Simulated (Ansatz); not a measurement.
Stepwise reaction of `C[SiH2]O` with water, as a gas-phase model of exchange steps in deposition or etching. ΔE in kJ/mol; ΔG adds harmonic PBE0-D4 terms to CCSD(T)/CBS, at 1 bar.

Program: Ansatz. Geometries: PBE0-D4/def2-TZVP. ΔE: electronic, gas phase. CBS: MP2 limit from def2 TZ/QZ plus the TZ coupled-cluster correction, frozen cores. This one scheme is used for every species. Functionals use def2-TZVPP. B3LYP here is the variant with VWN-RPA as its local correlation; programs differ in this. One conformer a species, not always the lowest.

```json
{"step": "2", "reaction": "`C[SiH](O)O` + H₂O → `C[Si](O)(O)O` + H₂", "PBE-D4": "-94.2", "B3LYP-D4": "-101.3", "ωB97M-V": "-102.4", "CCSD(T)/CBS": "-98.9", "ΔG(400 K)": "-100.3"}
```

Give the row of step 1, `C[SiH2]O` + H₂O → `C[SiH](O)O` + H₂. (Estimate.)

The calculation gave: 
| step | reaction | PBE-D4 | B3LYP-D4 | ωB97M-V | CCSD(T)/CBS | ΔG(400 K) |
| --- | --- | --- | --- | --- | --- | --- |
| 1 | `C[SiH2]O` + H₂O → `C[SiH](O)O` + H₂ | -93.2 | -98.8 | -100.2 | -96.6 | -94.1 |

By hand: ΔE of the 2 steps together at CCSD(T)/CBS.

(-96.6) + (-98.9) = -195.5 kJ/mol, or -97.8 kJ/mol a step.

In ΔE the steps differ by no more than 2.3 kJ/mol. All are downhill at CCSD(T)/CBS. ΔG lies between -100.3 and -94.1 kJ/mol a step. PBE-D4 differs from CCSD(T)/CBS by 3.4 to 4.7 kJ/mol a step. Isolated molecules leave out the surface, adducts and barriers. Largest T1 diagnostic: 0.011.
